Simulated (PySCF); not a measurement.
C2HCl3, triplet, geometry from GFN2-xTB (a higher spin typed on purpose: for a closed-shell molecule this is an excited state); PySCF with MP2/6-31G.

PySCF was given this input:
```python
from pyscf import gto, scf, mp

mol = gto.Mole()
mol.atom = '''
    Cl    2.091411    0.254491    0.599493
    C     1.017478   -0.428148   -0.551466
    C    -0.382331   -0.265043   -0.443384
    Cl   -1.121957    1.233019   -0.876281
    Cl   -1.281500   -1.185332    0.706920
    H     1.493902   -0.977863   -1.343147
'''
mol.basis = '6-31g'
mol.charge = 0
mol.spin = 2
mol.verbose = 4
mol.build()

mf = scf.UHF(mol)
mf.kernel()

pt = mp.MP2(mf)
pt.kernel()
print('E(MP2) = %.10f' % pt.e_tot)
```

The log (banner, timings and long lists left out):

```
PySCF version 2.14.0

[INPUT] verbose = 4
[INPUT] num. atoms = 6
[INPUT] num. electrons = 64
[INPUT] charge = 0
[INPUT] spin (= nelec alpha-beta = 2S) = 2
[INPUT] symmetry False subgroup None
[INPUT] Mole.unit = angstrom
[INPUT] Symbol           X                Y                Z      unit          X                Y                Z       unit  Magmom
[INPUT]  1 Cl     2.091411000000   0.254491000000   0.599493000000 AA    3.952194003903   0.480918291167   1.132877583594 Bohr   0.0
[INPUT]  2 C      1.017478000000  -0.428148000000  -0.551466000000 AA    1.922754757770  -0.809082460780  -1.042119707009 Bohr   0.0
[INPUT]  3 C     -0.382331000000  -0.265043000000  -0.443384000000 AA   -0.722500878931  -0.500858681233  -0.837874328014 Bohr   0.0
[INPUT]  4 Cl    -1.121957000000   1.233019000000  -0.876281000000 AA   -2.120191453539   2.330068216385  -1.655931098160 Bohr   0.0
[INPUT]  5 Cl    -1.281500000000  -1.185332000000   0.706920000000 AA   -2.421684028630  -2.239952846683   1.335885191978 Bohr   0.0
[INPUT]  6 H      1.493902000000  -0.977863000000  -1.343147000000 AA    2.823065636940  -1.847893257346  -2.538179975031 Bohr   0.0

nuclear repulsion = 316.37710645207
number of shells = 33
number of NR pGTOs = 186
number of NR cGTOs = 59
basis = 6-31g
ecp = {}

******** <class 'pyscf.scf.uhf.UHF'> ********
method = UHF
initial guess = minao
damping factor = 0
level_shift factor = 0
DIIS = <class 'pyscf.scf.diis.CDIIS'>
diis_start_cycle = 1
diis_space = 8
diis_damp = 0
SCF conv_tol = 1e-09
SCF conv_tol_grad = None
SCF max_cycles = 50
direct_scf = True
direct_scf_tol = 1e-13
number electrons alpha = 33  beta = 31
Set gradient conv threshold to 3.16228e-05
init E= -1455.51557386097

cycle= 1 E= -1454.3959700713  delta_E= 1.12  |g|= 0.433  |ddm|= 2.12
cycle= 2 E= -1454.49715096967  delta_E= -0.101  |g|= 0.285  |ddm|= 1.21
cycle= 3 E= -1454.54541162661  delta_E= -0.0483  |g|= 0.0481  |ddm|= 0.427
cycle= 4 E= -1454.55011834909  delta_E= -0.00471  |g|= 0.0176  |ddm|= 0.198
cycle= 5 E= -1454.55086986753  delta_E= -0.000752  |g|= 0.00881  |ddm|= 0.0716
cycle= 6 E= -1454.55108354587  delta_E= -0.000214  |g|= 0.00405  |ddm|= 0.0408
cycle= 7 E= -1454.55113267346  delta_E= -4.91e-05  |g|= 0.00151  |ddm|= 0.0233
cycle= 8 E= -1454.55113859251  delta_E= -5.92e-06  |g|= 0.000618  |ddm|= 0.00758
cycle= 9 E= -1454.55113962195  delta_E= -1.03e-06  |g|= 0.000204  |ddm|= 0.00333
cycle= 10 E= -1454.55113972494  delta_E= -1.03e-07  |g|= 7.35e-05  |ddm|= 0.000985
cycle= 11 E= -1454.55113973684  delta_E= -1.19e-08  |g|= 3.25e-05  |ddm|= 0.000304
cycle= 12 E= -1454.55113973916  delta_E= -2.32e-09  |g|= 1.37e-05  |ddm|= 0.000131
cycle= 13 E= -1454.55113973964  delta_E= -4.8e-10  |g|= 5.19e-06  |ddm|= 6.19e-05
Extra cycle  E= -1454.55113973968  delta_E= -3.87e-11  |g|= 3.29e-06  |ddm|= 1.17e-05
converged SCF energy = -1454.55113973968  <S^2> = 2.0165657  2S+1 = 3.0110236

******** <class 'pyscf.mp.ump2.UMP2'> ********
nocc = (np.int64(33), np.int64(31)), nmo = (59, 59)
E(UMP2) = -1454.83158901352  E_corr = -0.280449273845217
E(SCS-UMP2) = -1454.82499912557  E_corr = -0.273859385888695
E_corr(same-spin) = -0.0723227800679611
E_corr(oppo-spin) = -0.208126493777256
E(MP2) = -1454.8315890135
```
